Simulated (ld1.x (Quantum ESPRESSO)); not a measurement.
**Reading a pseudo-wave (chlorine (Cl))**

Columns: radius, all-electron u(r) and pseudo u(r) of the 3p shell (level -8.72 eV) of chlorine in the configuration [Ne] 3s2 3p5; LDA (PZ), non-relativistic, TM scheme, ld1.x (Quantum ESPRESSO) 7.5.

```csv
r (bohr),all-electron,pseudo
0.068,0.1166,-0.0053
0.135,0.2686,-0.0206
0.202,0.3521,-0.0453
0.270,0.3587,-0.0789
0.338,0.3052,-0.1198
0.405,0.2146,-0.1657
0.473,0.1018,-0.2164
0.540,-0.0173,-0.2690
0.608,-0.1373,-0.3241
0.675,-0.2491,-0.3792
0.742,-0.3512,-0.4348
0.810,-0.4430,-0.4909
0.878,-0.5223,-0.5460
0.945,-0.5881,-0.5977
1.013,-0.6430,-0.6458
1.080,-0.6862,-0.6866
1.148,-0.7198,-0.7198
1.215,-0.7439,-0.7439
1.283,-0.7603,-0.7603
1.350,-0.7695,-0.7695
1.418,-0.7728,-0.7728
1.485,-0.7710,-0.7710
1.553,-0.7648,-0.7648
1.620,-0.7551,-0.7551
1.688,-0.7423,-0.7423
1.755,-0.7274,-0.7274
```

How many radial nodes do the two functions have?

The all-electron 3p function has n − l − 1 = 1; the pseudo-wave has 0, since the states of the same l below it are removed with the core.

At about which radius was the pseudo-wave matched?

1.20 bohr. The columns agree to 0.0005 from 1.08 bohr on; several derivatives are matched, so the curves merge somewhat inside the radius.

Is the pseudo-wave norm-conserving?

Yes: the TM scheme keeps the norm inside the radius equal to the all-electron one, which fixes the energy derivative of the logarithmic derivative at the level.
